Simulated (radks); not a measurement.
Task: Spherical quantum dot in the effective-mass picture: electrons in a parabolic well V = omega^2 r^2 / 2 with omega = 2.98, all in effective atomic units (hartree* = m*/eps^2 hartree, bohr* = eps/m* bohr), one dielectric constant everywhere. Method: non-relativistic Kohn-Sham, PBEsol, spin-polarised, spherical densities; computed with a radial shooting solver with Libxc functionals. Levels are named by radial order and angular momentum (1s, 1p, 1d, 2s, ...), and open shells are averaged over m. Results are scaled to m* = 0.065 and eps = 7.7, for which hartree* = 29.83 meV and bohr* = 6.269 nm. At N = 15 the configuration is 1s2 1p6 1d(up 5, down 2). Does electron 16 go into 2s up or 1d down or 2s down?

Result: Into 1d down. The total energies of the other choices lie higher by 4.36 meV (2s up), 6.47 meV (2s down).
